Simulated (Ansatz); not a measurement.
The HOMO–LUMO gap down a group: Si to Sn

Gas-phase molecules, one atom swapped for its congeners: C2H6O2Si `CO[Si]OC`; C2H6GeO2 `C[O][Ge][O]C`; C2H6O2Sn `C[O][Sn][O]C`. All are singlets with charge 0.

Shapes, held fixed at every level: PBE0-D4/def2-TZVP. Flexible molecules stand in one conformer, not always the lowest. Programs: Ansatz 0.2.0. Values in eV.

```json
{"level": "B3LYP-D4/def2-TZVPP", "C2H6O2Si": "5.67", "C2H6O2Sn": "5.07"}
{"level": "BHLYP-D4/def2-TZVPP", "C2H6O2Si": "7.92", "C2H6O2Sn": "7.37"}
{"level": "PBE0-D4/def2-TZVPP", "C2H6O2Si": "6.06", "C2H6O2Sn": "5.52"}
{"level": "r2SCAN0-D4/def2-TZVPP", "C2H6O2Si": "6.25", "C2H6O2Sn": "5.78"}
{"level": "wB97X-V/def2-TZVPP", "C2H6O2Si": "10.42", "C2H6O2Sn": "9.73"}
{"level": "wB97M-V/def2-TZVPP", "C2H6O2Si": "10.16", "C2H6O2Sn": "9.50"}
```

(1) Estimate the column for C2H6GeO2 from its neighbours.

Answers

(1) The mean of the neighbours at wB97M-V/def2-TZVPP is 9.83 eV, against 10.14 from the run: the member lies nearer Si. All rows: B3LYP-D4/def2-TZVPP 5.55; BHLYP-D4/def2-TZVPP 7.88; PBE0-D4/def2-TZVPP 5.95; r2SCAN0-D4/def2-TZVPP 6.18; wB97X-V/def2-TZVPP 10.31; wB97M-V/def2-TZVPP 10.14 eV. At wB97M-V/def2-TZVPP the HOMO–LUMO gap falls at every step, from 10.16 to 9.50 eV. Every level shows the same order. For atoms past krypton def2 sets carry core potentials with scalar relativity. Relativity is left out for Ge. Orbital gaps aren't excitation energies, and the LUMO depends on the basis.
